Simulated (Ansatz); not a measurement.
`[SiH3][CH]1[NH][AlH]1`, charge 0, multiplicity 1.

Question: Give a relaxed structure at PBE0-D4/def2-TZVP (the Gaussian-basis code of Ansatz). (Best estimate.)

Answer: Computed: 
```xyz
10

Si    0.2711   -1.4475    0.0233
C    -0.6803    0.1418   -0.0329
N    -0.0653    1.2778   -0.8380
Al    0.0171    1.7219    0.8193
H    -0.3804   -2.4293    0.9372
H     0.4222   -2.0974   -1.3148
H     1.6523   -1.1817    0.5287
H    -1.7614    0.0282   -0.1606
H     0.0763    1.1789   -1.8275
H     0.4484    2.8073    1.8653
```
This is one stationary point; other conformers may exist.
